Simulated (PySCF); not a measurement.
**Which setting was changed?**

All runs: PySCF with density fitting, gas phase, non-relativistic, closed shells, each molecule at its own PBE0-D3(BJ)/def2-SVP geometry. Shieldings use GIAOs. All basis functions are spherical. Starting from PBE0/aug-cc-pVDZ, one thing was changed at a time: the basis to 6-31G, the basis to def2-SVP, the basis to cc-pVDZ, the basis to cc-pVTZ.

Changes against PBE0/aug-cc-pVDZ in 5 molecules:

| molecule | changed to | HOMO energy (eV) | mean 1H shielding (ppm) | mean 13C shielding (ppm) |
| --- | --- | --- | --- | --- |
| FC[SiH]1CC1 | 6-31G | -0.02 | +1.20 | +3.8 |
| FC[SiH]1CC1 | def2-SVP | +0.01 | +0.15 | -1.6 |
| FC[SiH]1CC1 | cc-pVDZ | +0.09 | +0.02 | +0.6 |
| FC[SiH]1CC1 | cc-pVTZ | +0.02 | -0.06 | -9.0 |
| F[C@H]1CC1(F)F | 6-31G | +0.04 | +1.10 | +3.3 |
| F[C@H]1CC1(F)F | def2-SVP | +0.16 | +0.29 | -0.9 |
| F[C@H]1CC1(F)F | cc-pVDZ | +0.33 | +0.23 | +1.5 |
| F[C@H]1CC1(F)F | cc-pVTZ | +0.12 | +0.03 | -10.4 |
| FC1([SiH3])CC1 | 6-31G | +0.17 | +1.15 | +3.2 |
| FC1([SiH3])CC1 | def2-SVP | +0.05 | +0.11 | -0.2 |
| FC1([SiH3])CC1 | cc-pVDZ | +0.17 | +0.04 | +1.1 |
| FC1([SiH3])CC1 | cc-pVTZ | +0.03 | -0.05 | -8.4 |
| C[Si@H](O)[SiH2]N | 6-31G | +0.53 | +1.52 | +3.7 |
| C[Si@H](O)[SiH2]N | def2-SVP | +0.22 | +0.08 | -1.1 |
| C[Si@H](O)[SiH2]N | cc-pVDZ | +0.27 | +0.08 | +1.2 |
| C[Si@H](O)[SiH2]N | cc-pVTZ | +0.05 | -0.09 | -7.8 |
| C/C(F)=C\[SiH3] | 6-31G | +0.17 | +1.38 | +3.9 |
| C/C(F)=C\[SiH3] | def2-SVP | +0.05 | +0.17 | -1.3 |
| C/C(F)=C\[SiH3] | cc-pVDZ | +0.15 | +0.11 | +0.9 |
| C/C(F)=C\[SiH3] | cc-pVTZ | +0.01 | -0.03 | -12.0 |

For `C[Si@H](N)[SiH2]O` the PBE0/aug-cc-pVDZ run gave HOMO energy -7.14 eV, mean 1H shielding 29.41 ppm, mean 13C shielding 197.3 ppm. The changed runs lost their labels:

| run | HOMO energy (eV) | mean 1H shielding (ppm) | mean 13C shielding (ppm) |
| --- | --- | --- | --- |
| A | -6.92 | 29.48 | 195.5 |
| B | -7.10 | 29.30 | 189.1 |
| C | -6.62 | 30.92 | 200.4 |
| D | -6.86 | 29.48 | 198.1 |

Task: Which run belongs to which change?

Result: A: def2-SVP; B: cc-pVTZ; C: 6-31G; D: cc-pVDZ.

```tsv
run	change of HOMO energy (eV), here / mean of the others	change of mean 1H shielding (ppm), here / mean of the others	change of mean 13C shielding (ppm), here / mean of the others	next best match
A	+0.22 / +0.10	+0.07 / +0.16	-1.8 / -1.0	cc-pVDZ
B	+0.04 / +0.05	-0.11 / -0.04	-8.2 / -9.5	def2-SVP
C	+0.52 / +0.18	+1.51 / +1.27	+3.1 / +3.6	cc-pVDZ
D	+0.28 / +0.20	+0.07 / +0.10	+0.8 / +1.1	def2-SVP
```

Each run is given to the change whose mean effect on the other molecules lies nearest, every quantity measured in units of its scatter between molecules.

Task: Would one quantity have been enough? Give each run to the change with the nearest mean effect on that quantity alone.

Result: mean 13C shielding: 4 of 4 runs rightly; mean 1H shielding: 3 of 4 runs rightly; HOMO energy: 2 of 4 runs rightly.

Only sets that this rule tells apart clearly are shown.
